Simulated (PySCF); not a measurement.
Compound: C₇H₉N.
SMILES with atom numbers: `[CH2:1]=[CH:2][C@@H:3]([C:4]#[C:5][CH3:6])[N:7]=[CH2:8]` (hydrogens: H9, H10 on C1; H11 on C2; H12 on C3; H13, H14, H15 on C6; H16, H17 on C8)

Torsions of this conformer, `[CH2:1]=[CH:2][C@@H:3]([C:4]#[C:5][CH3:6])[N:7]=[CH2:8]`: C1–C2–C3–C4 14°, C2–C3–N7–C8 -126°.

The closed-shell ground state was solved at several levels (PySCF, density fitting, gas phase, non-relativistic). One conformer (not necessarily the lowest) at the GFN2-xTB geometry, without solvent, vibrations or thermal averaging.

```csv
level,basis functions,total energy (Eh),HOMO (eV),LUMO (eV),gap (eV),dipole (D)
PBE0/pcSseg-1,181,-326.3531,-7.28,-0.22,7.06,2.23
CAM-B3LYP/def2-SVPD,232,-326.3819,-8.71,0.82,9.53,2.20
```

(1) Estimate the row for PBE0/def2-SVPD, a basis of 232 functions; the other rows only guide the guess.

(2) Over all these levels, which gives the widest orbital gap and which the narrowest?

(3) How far do the dipole and the HOMO energy spread over the levels?

Results:

(1) Total energy -326.1714 Eh, HOMO -7.30 eV, LUMO -0.34 eV, gap 6.96 eV, dipole 2.15 D.

(2) CAM-B3LYP/def2-SVPD (range-separated hybrid) has the widest, 9.53 eV, and PBE0/def2-SVPD (global hybrid, 25 % exact exchange) the narrowest, 6.96 eV. The two share the basis. From the narrowest to the widest the HOMO moves by -1.41 eV and the LUMO by +1.16 eV.

(3) The dipole runs from 2.15 to 2.23 D (mean 2.19 D) and the HOMO from -8.71 to -7.28 eV.
